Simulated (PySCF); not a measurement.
Vertical excitations of a molecule C₃H₈OSe from TDDFT-PBE0/def2-SVPD (PySCF), as energy in eV (oscillator strength): 3.71 (0.001), 5.50 (0.010), 5.58 (0.015), 5.72 (0.045), 6.29 (0.007), 6.75 (0.021), 6.92 (0.005), 7.36 (0.010), 7.41 (0.015), 7.50 (0.032). Lowest triplet (TDA): 2.94 eV. Geometry: PBE0-D3(BJ)/def2-SVP. The values are those of a single conformer.

Question: Identify the compound among the candidates.
(A) CC[Se]OC
(B) CC(C)[Se]O
(C) CO[C@@H](C)[SeH]
(D) COCC[SeH]

Answer: B, CC(C)[Se]O
